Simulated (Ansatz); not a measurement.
Geometry optimisation, UHF/def2-SVP in Ansatz 0.2.0.

input.yaml

```yaml
crystal:
  periodic: [false, false, false]
  atoms:
    - { symbol: Zr, position_ang: [-0.012886, -0.05587, 0.048647] }
    - { symbol: Cl, position_ang: [0.096516, 0.377965, 2.497487] }
    - { symbol: O, position_ang: [1.736723, -0.338725, -0.645077] }
    - { symbol: H, position_ang: [2.586039, -0.571026, -0.978791] }
    - { symbol: F, position_ang: [-0.791233, 1.445124, -0.837518] }
    - { symbol: O, position_ang: [-1.111629, -1.575173, -0.270234] }
    - { symbol: H, position_ang: [-1.623187, -2.354322, -0.39959] }
    - { symbol: Cl, position_ang: [0.002858, -0.108273, 5.704274] }
magnetization:
  spin_polarized: true
  initial_magnetization: 1
basis:
  gaussian: { orbitals: def2-SVP }
hamiltonian:
  xc: hf
relax:
  f_tol: 0.03
  max_steps: 50
```

Command:

```bash
$ ansatz run input.yaml --threads 4 --pin off --max-ram 5120MiB --backend cpu --events-out ev --progress --plain --runs-dir out
```

Problem. Where does it end, and by what steps?

Solution. The forces met the threshold. The force dipped under the threshold on the way, but the program's further checks kept it going. After 6 steps the energy has fallen by 0.061 eV; Cl8 moved furthest, 0.27 Å.

```json
{"step": "0", "energy less start (eV)": "0.0000", "largest force component (eV/Å)": "1.026", "accepted": "yes"}
{"step": "1", "energy less start (eV)": "-0.0172", "largest force component (eV/Å)": "0.761", "accepted": "yes"}
{"step": "2", "energy less start (eV)": "-0.0427", "largest force component (eV/Å)": "0.109", "accepted": "yes"}
{"step": "3", "energy less start (eV)": "-0.0467", "largest force component (eV/Å)": "0.116", "accepted": "yes"}
{"step": "4", "energy less start (eV)": "-0.0580", "largest force component (eV/Å)": "0.082", "accepted": "yes"}
{"step": "5", "energy less start (eV)": "-0.0603", "largest force component (eV/Å)": "0.020", "accepted": "yes"}
{"step": "6", "energy less start (eV)": "-0.0609", "largest force component (eV/Å)": "0.009", "accepted": "yes"}
```

```xyz
8
Properties=species:S:1:pos:R:3
Zr -0.012 -0.055 0.017
Cl 0.110 0.457 2.367
O 1.742 -0.355 -0.666
H 2.597 -0.548 -1.006
F -0.782 1.433 -0.904
O -1.119 -1.582 -0.256
H -1.637 -2.355 -0.395
Cl -0.016 -0.175 5.963
```

Whether the end is a true minimum wasn't checked by a vibrational analysis.

The run took 30 s on 4 threads of Arm Neoverse V1, with other jobs on the host, peak memory 0.53 GiB.
